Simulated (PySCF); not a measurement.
Ligands exchanged one at a time, Ga Cl-Br. Gas-phase values, no solvent. Strings in code marks are SMILES.

The S1 excitation (TDA) from two functionals at the same geometries (PBE0-D3(BJ)/def2-TZVP), both in PySCF: PBE-D3(BJ)/def2-TZVP and ωB97X-D3(BJ)/def2-TZVP. Excitations are Tamm–Dancoff values on a coarser integration grid. The basis has no diffuse functions, so Rydberg states are missing or too high.

```
species                                            PBE-D3(BJ)/def2-TZVP (eV)
-------------------------------------------------  -------------------------
0 of 3 Cl replaced by Br (`[Cl][Ga]([Cl])[Cl]`)                         5.28
1 of 3 Cl replaced by Br                                                4.90
2 of 3 Cl replaced by Br (`[Ga]([Br])([Cl])[Br]`)                       4.67
3 of 3 Cl replaced by Br (`[Br][Ga]([Br])[Br]`)                         4.47
```

**Question.** What does ωB97X-D3(BJ)/def2-TZVP give for each?

**Answer.** 
- 0 of 3 Cl replaced by Br (`[Cl][Ga]([Cl])[Cl]`): 6.75
- 1 of 3 Cl replaced by Br: 6.24
- 2 of 3 Cl replaced by Br (`[Ga]([Br])([Cl])[Br]`): 6.02
- 3 of 3 Cl replaced by Br (`[Br][Ga]([Br])[Br]`): 5.85
Over these rows, drawn at random from the members with no instability flagged (it was tested for open shells, ions and some series alone), PBE minus ωB97X-D3(BJ): mean -1.38 eV, from -1.47 eV to -1.34 eV.
